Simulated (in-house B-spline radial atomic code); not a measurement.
Ionisation energies with and without relativity, with size and susceptibility from the Dirac run. Dirac energy differences include first-order Breit, QED and recoil terms. NIST's values go from ground level to ground level; the uncertainty of those that are theory runs from under 0.1 % in few-electron ions to several per cent in heavy many-electron ones. Computed with a radial B-spline atomic code at the basis-set limit: non-relativistic Hartree-Fock and Dirac-Hartree-Fock, averages of the configuration (point nuclei without relativity, finite nuclei with it).

```tsv
ion	configuration	configuration after	ionisation non-relativistic (eV)	ionisation Dirac Breit and QED (eV)	tabulated value (eV)	radius at density 0.001 (bohr)	diamagnetic susceptibility (10⁻⁶ cm³/mol)
C2+	[He] 2s2	[He] 2s1	45.78	45.80	47.88778	2.805	-3.6569
Ni2+	[Ar] 3d8	[Ar] 3d7	?	?	?	?	?
Sn2+	[Kr] 4d10 5s2	[Kr] 4d10 5s1	27.44	28.52	30.506	3.751	-27.59
Te2+	[Kr] 4d10 5s2 5p2	[Kr] 4d10 5s2 5p1	?	?	?	?	?
Yb2+	[Xe] 4f14	[Xe] 4f13	26.10	20.99	25.053	3.243	-28.037
```

**Question.** Fill in the row of Ni2+.

**Answer.** ionisation non-relativistic (eV): 34.78; ionisation Dirac Breit and QED (eV): 34.50; tabulated value (eV): 35.187; radius at density 0.001 (bohr): 2.875; diamagnetic susceptibility (10⁻⁶ cm³/mol): -12.151.

**Question.** Fill in the row of Te2+.

**Answer.** ionisation non-relativistic (eV): 26.14; ionisation Dirac Breit and QED (eV): 26.27; tabulated value (eV): 27.84; radius at density 0.001 (bohr): 3.963; diamagnetic susceptibility (10⁻⁶ cm³/mol): -32.205.
